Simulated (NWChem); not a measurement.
System meant: NbN2H3Cl2; SMILES [NH]=[Nb]([NH2])([Cl])[Cl]

Input file for NWChem:

```
start job
memory heap 200 mb stack 900 mb global 1100 mb
geometry units angstroms noautoz
  Nb    -0.268048    -0.048433     0.000000
  N     -1.246886    -1.473764     0.000000
  H     -1.717972    -2.374554     0.000000
  Cl     1.011710     0.041734    -1.936859
  Cl     1.011710     0.041734     1.936859
  N     -1.590372     1.371363     0.000000
  H     -2.602181     1.281003     0.000000
  H     -1.320171     2.355036     0.000000
end
basis spherical
  * library def2-svp
end
ecp
  Nb library def2-ecp
end
dft
  xc b3lyp
  iterations 4
  mulliken
end
task dft energy
```

End of the output:

```
    Atom       Charge   Shell Charges
 -----------   ------   -------------------------------------------------------
    1 Nb  13    13.38   0.01  1.04  0.86  0.34  0.12  5.54  0.98  0.43  2.52  1.39  0.15
    2 N    7     7.07   1.97  0.80  0.46  2.20  1.61  0.03
    3 H    1     0.90   0.57  0.20  0.13
    4 Cl  17    16.89   2.00  1.96  1.03  0.73  5.82  2.27  3.07  0.01
    5 Cl  17    16.89   2.00  1.96  1.03  0.73  5.82  2.27  3.07  0.01
    6 N    7     7.06   1.97  0.72  0.43  2.23  1.69  0.02
    7 H    1     0.90   0.58  0.19  0.12
    8 H    1     0.90   0.58  0.20  0.12

 center of mass
 --------------
 x =   0.04787798 y =  -0.01467385 z =   0.00000000

 moments of inertia (a.u.)
 ------------------
        1186.472839143835          -0.000000000000           0.000000000000
          -0.000000000000        1462.308543535710           0.000000000000
           0.000000000000           0.000000000000         774.930511415592

     Multipole analysis of the density
     ---------------------------------

     L   x y z        total         alpha         beta         nuclear
     -   - - -        -----         -----         ----         -------
     0   0 0 0      0.000000    -32.000000    -32.000000     64.000000

     1   1 0 0     -1.301882     -7.085609     -7.085609     12.869335
     1   0 1 0      0.374877     -1.341054     -1.341054      3.056985
     1   0 0 1      0.000000      0.000000      0.000000      0.000000

     2   2 0 0    -41.281430   -156.805162   -156.805162    272.328894
     2   1 1 0     -0.777849      2.749423      2.749423     -6.276694
     2   1 0 1     -0.000000     -0.000000     -0.000000      0.000000
     2   0 2 0    -37.869412    -92.306736    -92.306736    146.744059
     2   0 1 1      0.000000      0.000000      0.000000      0.000000
     2   0 0 2    -50.102481   -252.792965   -252.792965    455.483449

 ------------------------------------------------------------------------
 dft energy failed                                                                                  0
 ------------------------------------------------------------------------
 ------------------------------------------------------------------------
  current input line :
    24: task dft energy
 ------------------------------------------------------------------------
 ------------------------------------------------------------------------
 This type of error is most commonly associated with calculations not reaching convergence criteria
 ------------------------------------------------------------------------
 For more information see the NWChem manual at https://nwchemgit.github.io

0:dft energy failed:Received an Error in Communication
```

### Question
What is wrong, and how is it mended?

### Answer
Convergence was not reached. Cause: the SCF was allowed too few iterations. This input runs:
```
start job
memory heap 200 mb stack 900 mb global 1100 mb
geometry units angstroms noautoz
  Nb    -0.268048    -0.048433     0.000000
  N     -1.246886    -1.473764     0.000000
  H     -1.717972    -2.374554     0.000000
  Cl     1.011710     0.041734    -1.936859
  Cl     1.011710     0.041734     1.936859
  N     -1.590372     1.371363     0.000000
  H     -2.602181     1.281003     0.000000
  H     -1.320171     2.355036     0.000000
end
basis spherical
  Nb library def2-svp
  N library def2-svp
  H library def2-svp
  Cl library def2-svp
end
ecp
  Nb library def2-ecp
end
dft
  xc b3lyp
  iterations 150
  mulliken
end
task dft energy
```
It converges to -1088.56665 Ha (B3LYP/def2-SVP with def2 effective core potentials on Nb).
